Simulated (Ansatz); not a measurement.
A structure relaxed at r2SCAN-D4/def2-TZVP in Ansatz, charge 0, singlet:

```csv
atom,x (Å),y (Å),z (Å)
Ge1,-0.075,1.382,0.357
Te2,0.252,-0.334,-1.515
Te3,-0.177,-1.048,1.159
```

Question: Give its formula and point group.

Answer: the cluster GeTe₂ (the lowest singlet isomer of a short search). Point group C2v (tolerance 0.1 Å).

Question: Summarise the bond lengths by kind (pairs closer than 1.2 times the sum of covalent radii, bridged metal pairs left out).

Answer: 2 × Ge–Te 2.56 Å; 1 × Te–Te 2.80 Å.

In the def2 sets Te takes a core potential; there is no spin–orbit coupling. The structure comes from a short search, and lower isomers may exist.
